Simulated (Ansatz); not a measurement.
Cost and result for the atomization energy of CH3F3OSn, SMILES `FC(F)(F)[O][SnH3]` (9 atoms, 8 bonds).

```xyz
9

F     1.212    1.778    1.488
C     0.284    0.958    0.996
F     0.285   -0.157    1.777
F    -0.912    1.544    1.205
O     0.507    0.687   -0.265
Sn   -0.238   -0.960   -1.148
H     0.800   -2.222   -0.695
H    -1.829   -1.123   -0.582
H    -0.109   -0.505   -2.775
```

The species carries charge 0 and has multiplicity 1. Correlated methods include outer-core shells of Sn, which these sets cover unevenly. Sn: def2 effective core potential. All single points use the PBE0-D4/def2-TZVP geometry. Program: Ansatz. All runs use 4 threads of a server CPU on a shared host. Times are those of one run each, without the atoms' runs, and a repeat can differ threefold. Electronic energies, without spin–orbit coupling; frozen cores. CCSD(T)/CBS adds CCSD(T) − MP2 in def2-TZVPP to the MP2 limit, and its time is that of the two runs behind it. T1 = 0.013. With those shells the extrapolation isn't a true limit. HSE06 is the plane-wave form, built on full-range PBE exchange.

CCSD(T)/CBS is a level of theory with its own doubt, some kJ/mol a heavy atom from the limit and from the frozen cores, so smaller differences don't rank the functionals.

```tsv
level	functions	wall time	atomization (kJ/mol)	difference from CCSD(T)/CBS	per bond
LDA (SPW92)/def2-TZVPP	247	1.1 s	3691.8	632.4	79.1
PBE0-D4/def2-TZVPP	247	2.7 s	3027.5	-31.9	-4.0
HSE06-D4/def2-TZVPP	247	3 s	3029.5	-29.9	-3.7
CAM-B3LYP-D4/def2-TZVPP	247	3.3 s	3066.0	6.6	0.8
r2SCAN-D4/def2-TZVPP (with forces)	247	3.9 s	3062.2	2.8	0.4
B2PLYP/def2-TZVPP	247	5.5 s	2990.7	-68.7	-8.6
PBE-QIDH/def2-TZVPP	247	5.5 s	3001.2	-58.2	-7.3
ωB97X-V/def2-TZVPP	247	6.5 s	3074.9	15.5	1.9
ωB97M-V/def2-TZVPP (with forces)	247	9.5 s	3056.3	-3.1	-0.4
CCSD(T)/def2-SVP	111	11 s	2866.6	-192.8	-24.1
MP2/def2-QZVPP	457	17 s	3114.0	54.6	6.8
CCSD(T)/def2-TZVPP	247	4.7 min	2966.4	-93.0	-11.6
CCSD(T)/CBS(def2)	–	5 min	3059.4	0.0	0.0
```

The D4 term adds +28.9 kJ/mol with B3LYP and +15.1 kJ/mol with PBE0; it sums over pairs of atoms, weighted by their polarisabilities, and B3LYP, whose exchange is more repulsive, gets the larger term. From PBE to PBE0 (25 % exact exchange), in def2-TZVPP and without D4, the atomization energy moves by −111.1 kJ/mol: exact exchange takes away binding that semilocal exchange gives to molecules. In def2-TZVPP, CCSD(T) changes the Hartree–Fock value by +950.1 kJ/mol (the triples alone add +66.4 kJ/mol) and MP2 by +1042.0 kJ/mol; breaking electron pairs costs correlation energy, which Hartree–Fock lacks.

B3LYP here is the variant with VWN-RPA as its local correlation; programs differ in this.

Spin–orbit coupling would lower the free Sn atoms strongly, and the atomization energy with them, by more than many differences here. For some Ge, Se and Sn compounds the MP2-based and the directly extrapolated limit differ by 10 to 25 kJ/mol.
